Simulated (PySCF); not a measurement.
C4H8BN, SMILES C=C1CNB1C. The structure is a stationary point at B3LYP-D3(BJ)/def2-SVP. This is a generated structure with no PubChem entry under its InChIKey; it may be hypothetical.

Computed with B3LYP-D3(BJ)/def2-SVP run with PySCF.

Harmonic wavenumbers (cm⁻¹): 86, 178, 200, 233, 378, 510, 598, 623, 693, 696, 834, 877, 891, 942, 1000, 1020, 1096, 1146, 1174, 1221, 1259, 1327, 1425, 1435, 1435, 1463, 1511, 1761, 2997, 3019, 3047, 3088, 3109, 3109, 3200, 3628. Rotational constants (GHz): 5.131, 3.306, 2.063; symmetry number 1.

Work out the zero-point energy and the ideal-gas rigid-rotor harmonic-oscillator thermochemistry at 298.15 K and 1 atm.

ZPE = ½ Σ hcν = ½ × 51211 cm⁻¹ = 306.31 kJ/mol. H − E(el) = 326.60 kJ/mol. Entropy in J/(mol K): translation 163.54, rotation 111.38, vibration 60.14, total 335.07. G − E(el) = 226.70 kJ/mol. Cp = 110.41 J/(mol K). Modes under 150 cm⁻¹ make the vibrational entropy uncertain.
